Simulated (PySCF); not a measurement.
SiHBr₃, SMILES Br[SiH](Br)Br.

Geometry optimised at B3LYP-D3(BJ)/def2-SVP.

Two levels are set side by side: TDA-PBE/def2-SVPD (PySCF) and TDA-LC-ωPBE/def2-SVPD (PySCF). Vertical, same geometry. The lowest singlet is HOMO→LUMO 99 % with PBE and HOMO→LUMO 85 % with the other functional; states are paired by order. Differences are taken from unrounded values.

```json
[
 {"quantity": "lowest singlet excitation (eV)", "TDA-LC-ωPBE": "6.53", "TDA-PBE": "5.15", "TDA-PBE minus TDA-LC-ωPBE": "-1.38"},
 {"quantity": "lowest triplet excitation (TDA) (eV)", "TDA-LC-ωPBE": "5.99", "TDA-PBE": "4.86", "TDA-PBE minus TDA-LC-ωPBE": "-1.13"}
]
```

A lower first singlet is the usual sign of a functional without exact exchange. Differences between two approximate levels are no errors against the true value.

Rough cost on one machine, each run with all the roots and properties that it gave: TDA-LC-ωPBE against TDA-PBE about 4 times.
